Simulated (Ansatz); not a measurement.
C3H7BSSi, relaxed with RKS PBE0-D4/def2-TZVP in the Gaussian-basis code of Ansatz from a PBE-D4/def2-SVP geometry. The force threshold is 0.005 eV/Å; the program also tests the step.

Charge 0, multiplicity 1. The bonds changed during the relaxation, so this is another structure than the one it started from.

Start:

```xyz
13

B     0.575    0.954    1.983
Si    0.826    1.394    0.013
C    -0.239   -0.183   -0.301
S    -0.926   -0.322    1.411
C    -0.397   -1.144   -1.182
C    -0.511   -2.090   -2.093
H     1.416    0.169    2.404
H     0.139    1.753    2.798
H     0.046    2.555   -0.569
H     2.139    1.339   -0.731
H    -1.949    0.578    1.243
H     0.196   -2.936   -2.131
H    -1.318   -2.067   -2.845
```

Task: By how much does the energy fall, and how many steps does the optimiser take? (An estimate is asked.)

Result: Ansatz gave: 7.88 kJ/mol, in 16 steps, 3 of them rejected.

Task: Which bonds change most? (An estimate is asked.)

Result: Computed: C3–S4 from 1.851 to 1.810 Å; B1–S4 from 2.052 to 2.024 Å; Si2–C3 from 1.929 to 1.904 Å; S4–H11 from 1.373 to 1.349 Å.

Task: Give the relaxed structure. (Estimate.)

Result: The calculation gave: 
```xyz
13

B     0.576    0.920    1.960
Si    0.804    1.383    0.006
C    -0.251   -0.170   -0.310
S    -0.936   -0.285    1.362
C    -0.392   -1.133   -1.165
C    -0.492   -2.079   -2.052
H     1.386    0.114    2.345
H     0.174    1.694    2.784
H     0.015    2.536   -0.525
H     2.094    1.354   -0.741
H    -1.909    0.638    1.203
H     0.208   -2.908   -2.067
H    -1.277   -2.062   -2.800
```
